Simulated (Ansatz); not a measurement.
Gas-phase electronic energies from Ansatz, PBE0-D4/def2-TZVP geometries. CBS: MP2 limit from def2 TZ/QZ plus the TZ coupled-cluster correction, frozen cores. Functionals use def2-TZVPP. B3LYP here is the variant with VWN-RPA as its local correlation; programs differ in this. def2 core potentials past Kr. For Sn outer-core shells are correlated without core-valence functions, which leaves a few kJ/mol of doubt a bond. Each species was taken in one conformer, which may not be the lowest.

Consider the substitution at a C–Sn bond: `O[CH2][SnH2][OH]` + `NBCl` → `OCNBCl` + `[OH][SnH3]`.

`O[CH2][SnH2][OH]`:

```xyz
10

O    -0.711   -0.293    1.984
C     0.079    0.424    1.052
Sn   -0.200   -0.511   -0.860
O     0.976    0.593   -2.002
H    -0.605    0.104    2.852
H     1.147    0.393    1.297
H    -0.221    1.475    0.970
H    -1.800   -0.386   -1.454
H     0.355   -2.128   -0.915
H     0.981    0.329   -2.924
```

`NBCl`:

Z-matrix (Å, degrees):
```
N
B 1 1.383
H 1 1.006 2 123.2
H 1 1.005 2 122.2 3 -180.0
Cl 2 1.768 1 119.7 3 -0.0
H 2 1.191 1 121.5 3 180.0
```

`OCNBCl`:

Cartesian coordinates in Å:
```
O -1.123 -1.002 -1.111
C -0.279 -0.940 0.008
N -0.056 0.397 0.496
B 0.965 1.275 0.150
Cl 2.244 0.795 -0.964
H -2.006 -0.723 -0.854
H 0.674 -1.355 -0.318
H -0.669 -1.552 0.830
H -0.750 0.734 1.145
H 0.999 2.371 0.618
```

`[OH][SnH3]`:

Cartesian coordinates in Å:
```
O -0.888 -1.099 0.507
Sn 0.271 0.261 -0.322
H -1.056 -0.937 1.438
H 1.772 0.265 0.496
H -0.498 1.782 -0.190
H 0.400 -0.272 -1.929
```

```tsv
level	ΔE (kJ/mol)	difference from CCSD(T)/CBS
PBE-D4	16.7	-6.8
r2SCAN-D4	16.3	-7.2
B3LYP-D4	17.4	-6.1
ωB97M-V	17.1	-6.4
B2PLYP	18.9	-4.6
MP2/def2-TZVPP	21.2	-2.3
CCSD(T)/def2-TZVPP	17.0	-6.5
HF/def2-QZVPP	11.5	-12.0
MP2/def2-QZVPP	25.1	1.6
SCS-MP2/def2-QZVPP	22.7	-0.8
CCSD(T)/CBS	23.5	0
```

Largest T1 diagnostic among the species: 0.014.

In def2-TZVPP, CCSD(T) changes the Hartree–Fock value by +5.9 kJ/mol (the triples alone add −0.2 kJ/mol) and MP2 by +10.1 kJ/mol.
